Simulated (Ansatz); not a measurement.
Reaction (redistribution): `N[Si](F)(Cl)Br` + `[Cl][SnH2][Br]` → `N[Si](F)(Cl)Cl` + `[Br][SnH2][Br]`

Isolated molecules relaxed with PBE0-D4/def2-TZVP in Ansatz; ΔE leaves out vibrations. CCSD(T)/CBS is the MP2 limit (def2-TZVPP, def2-QZVPP) plus CCSD(T) − MP2 in def2-TZVPP, frozen cores. DFT in def2-TZVPP. B3LYP here is the variant with VWN-RPA as its local correlation; programs differ in this. Elements past krypton have def2 core potentials. For Br, Sn outer-core shells are correlated without core-valence functions, which leaves a few kJ/mol of doubt a bond. Scalar relativity is left out up to krypton. Each species was taken in one conformer, which may not be the lowest.

```tsv
level	ΔE (kJ/mol)
B3LYP-D4	-21.3
ωB97M-V	-21.2
LC-ωPBE	-20.8
HF/def2-SVP	-23.3
```

Q: What does CCSD(T)/CBS give? (Estimate.)

A: Ansatz gave: -21.3 kJ/mol. The listed levels differ from it by 0.0, 0.1, 0.5, -2.0 kJ/mol.

Largest T1 diagnostic among the species: 0.010.

Leaving LDA and LC-ωPBE aside and taking each functional with its dispersion term where it has one, the values, not all of them listed here, spread over 3.7 kJ/mol, from BHLYP-D4 to revPBE-D4. In def2-TZVPP, CCSD(T) changes the Hartree–Fock value by +3.7 kJ/mol (the triples alone add +0.6 kJ/mol) and MP2 by +3.8 kJ/mol.
